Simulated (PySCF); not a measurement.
## Structure elucidation problem

The spectra below were simulated for a compound C3ClF5O.

13C{1H} NMR (computed): δ 178.5 (C), 128.7 (C), 115.9 (C).

Theoretical values (PySCF): coordinates at the PBE0-D3(BJ)/def2-TZVP level, σ from GIAO-B97-2/pcSseg-2. Single conformer, non-relativistic, one averaged value for each set of equivalent atoms, no solvent.

Scale: 13C (185.38 ppm) against TMS (reference shieldings calculated alike).

**Question.** Deduce the structure.

**Answer.** 
The formula gives 1 degree of unsaturation (no ring in the answer). 3 carbon signals for 3 carbons: no two carbons are equivalent. Carbon types of the structure: 3 × C. δC 178.5: carbonyl carbon. δC 128.7: CF3 carbon; 3 electronegative neighbours deshield it. δC 115.9: fully substituted sp3 carbon bonded to 2 F, α to a carbonyl; 2 electronegative neighbours deshield it.

The compound is Perfluoropropionyl Chloride (O=C(Cl)C(F)(F)C(F)(F)F).

This is the structure that produced the data.

Carbons that carry Cl, above all several Cl atoms, come out too deshielded, partly because spin–orbit coupling is missing. Splittings by 19F in the carbon and heteronuclear signals aren't shown, as no couplings were computed. Shifts are as computed. Against solution values, carbons near 30 ppm lie about +3 ppm off and those near 130 ppm about +7 ppm; carbons on Cl a further +5 ppm. Of 1211 compounds with measured shifts, 218 miss one by over three times the rms of a fit or turn the order of signals round; such compounds aren't used in these exercises.
